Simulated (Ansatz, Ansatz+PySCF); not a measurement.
```xyz
2

Fe    0.0000    0.0000    0.0000
S     0.0000    0.0000    2.0200
```

Basis set: def2-SVP (spherical functions). Charge 0, multiplicity 5.

Computed with Ansatz (development build ahead of 0.2.0); each method stands on the lowest determinant of its kind that the runs found. Restricted functionals stand beside restricted open-shell atoms, which can lie above the unrestricted atoms usual in DFT and then raise those values.

**Question.** Give the atomization energy at this shape (free ground-state atoms in the same class of orbitals less the molecule, no zero-point energy) of quintet FeS by PBE0 (unrestricted), PBE0 (restricted open-shell).

**Answer.**

| method | atomization energy |
| --- | --- |
| PBE0 (unrestricted) | 3.15 eV |
| PBE0 (restricted open-shell) | 3.10 eV |

Caution: other spin multiplicities were not run.
